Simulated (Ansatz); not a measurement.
Conformers of C$_{2}$H$_{8}$O$_{3}$SSi (`CCS[Si](O)(O)O`), each relaxed with PBE0-D4/def2-TZVP in Ansatz. CBS adds the triple-zeta coupled-cluster correction to the MP2 limit.

Not all of them had a frequency check.

Conformer A:

```xyz
15

C     0.983    1.119   -1.494
C     1.284   -0.301   -1.065
S    -0.208   -1.327   -0.813
Si   -0.945   -0.541    1.004
O    -1.703    0.906    0.933
O    -2.057   -1.611    1.547
O     0.339   -0.300    1.984
H     1.916    1.661   -1.676
H     0.393    1.134   -2.412
H     0.422    1.654   -0.726
H     1.848   -0.832   -1.835
H     1.867   -0.329   -0.145
H    -2.564    0.924    0.512
H    -1.808   -2.537    1.533
H     0.233    0.380    2.652
```

Conformer B:

```xyz
15

C    -0.124    2.253   -0.178
C    -1.127    1.149    0.074
S    -0.973   -0.246   -1.102
Si    0.402   -1.475   -0.079
O     0.814   -2.674   -1.111
O     1.647   -0.549    0.432
O    -0.172   -2.190    1.275
H    -0.219    2.642   -1.193
H     0.894    1.886   -0.045
H    -0.290    3.078    0.521
H    -1.047    0.758    1.090
H    -2.151    1.507   -0.053
H     1.090   -2.417   -1.992
H     2.116   -0.873    1.205
H    -0.859   -2.848    1.157
```

Which is lowest in electronic energy at CCSD(T)/CBS (frozen core, def2 sets), and by how much? (An estimate is asked.)

The calculation gave: A; B lies 1.1 kJ/mol higher. Gaps under about 2 kJ/mol don't settle the order.

Give the energies relative to A (kJ/mol) with B3LYP-D4/def2-TZVPP, ωB97X-V/def2-TZVPP, r2SCAN/def2-TZVPP, HF/def2-TZVPP, CCSD/def2-TZVPP, CCSD(T)/def2-TZVPP, MP2/def2-QZVPP. (Best estimate.)

Ansatz gave: 
| level | B |
| --- | --- |
| B3LYP-D4/def2-TZVPP | 1.3 |
| ωB97X-V/def2-TZVPP | 1.3 |
| r2SCAN/def2-TZVPP | 1.1 |
| HF/def2-TZVPP | 0.5 |
| CCSD/def2-TZVPP | 0.9 |
| CCSD(T)/def2-TZVPP | 1.0 |
| MP2/def2-QZVPP | 1.1 |

B3LYP here is the variant with VWN-RPA as its local correlation; programs differ in this.
